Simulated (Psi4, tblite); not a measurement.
Approach curve of the dimer H4OSi ··· C4H5N (SMILES O[SiH3] and c1cc[nH]c1). Monomers: optimised at B3LYP-D3(BJ) (def2-TZVP), held rigid. Orientation: lowest of the rigid-body minima from ten starts at GFN2-xTB. The monomers approach along the line of their centres of mass (distance R); nothing else relaxes.

Computed with: GFN2-xTB (tblite); SAPT0/jun-cc-pVDZ, frozen core (Psi4).

Interaction energies in kJ/mol:

```csv
R / Å,GFN2-xTB
2.81,26.03
2.97,-1.49
3.20,-18.05
3.40,-21.20
3.61,-19.99
3.78,-17.89
4.12,-13.53
4.37,-10.86
4.89,-6.84
5.60,-3.67
6.64,-1.59
7.88,-0.66
```

**Question.** Estimate the SAPT0/jun-cc-pVDZ values at these points.

**Answer.** 2.81: 53.33; 2.97: 14.96; 3.20: -11.79; 3.40: -20.52; 3.61: -22.76; 3.78: -22.06; 4.12: -18.17; 4.37: -14.97; 4.89: -9.61; 5.60: -5.34; 6.64: -2.50; 7.88: -1.15 (kJ/mol).
